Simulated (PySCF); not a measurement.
PySCF job for C₄H₅NO, SMILES c1oc(N)cc1, PBE/pcSseg-1. The structure is a stationary point at B3LYP-D3(BJ)/def2-SVP. The values are those of a single conformer.

```python
import numpy as np
from pyscf import gto, scf, dft
from pyscf.prop.nmr import rks as nmr

mol = gto.M(
    atom='''
    N     2.02392464    0.17084545   -0.17856624
    C     0.64864821    0.16394032   -0.04032463
    C    -0.30576195    1.15114141   -0.01579306
    C    -1.56842857    0.46327538    0.06225761
    C    -1.29038899   -0.86866730    0.08494004
    O     0.07128850   -1.05660564    0.02060381
    H     2.45676536    1.05077672    0.08002707
    H     2.48239001   -0.62125793    0.26335514
    H    -0.13293354    2.22351721   -0.05205745
    H    -2.55716917    0.91600538    0.10124707
    H    -1.89124531   -1.77025323    0.14608141
    ''',
    basis='pcSseg-1',
    charge=0,
    spin=0,
    max_memory=1600,
    verbose=3,
)
mf = dft.RKS(mol, xc='pbe')
mf.grids.level = 3
mf.conv_tol = 1e-10
mf.max_cycle = 100
mf.kernel()
n = nmr.NMR(mf)
n.verbose = 2
n.max_cycle_cphf = 60
sigma = n.kernel()
print('atom   isotropic/ppm   span/ppm')
for i, s in enumerate(sigma):
    w = np.linalg.eigvalsh((s + s.T) / 2)
    print(f'{mol.atom_symbol(i):2s}{i + 1:3d} {w.mean():14.3f} {w[2] - w[0]:11.3f}')
```

Program output:

```
converged SCF energy = -285.018506626656
atom   isotropic/ppm   span/ppm
N   1        193.746      97.809
C   2         22.432     128.347
C   3         94.802     110.257
C   4         64.544     168.393
C   5         46.587     115.487
O   6         44.597     259.441
H   7         28.320      14.459
H   8         27.975      14.230
H   9         26.086       4.685
H  10         24.993       2.602
H  11         24.479       4.430
```

Self-consistency was reached.
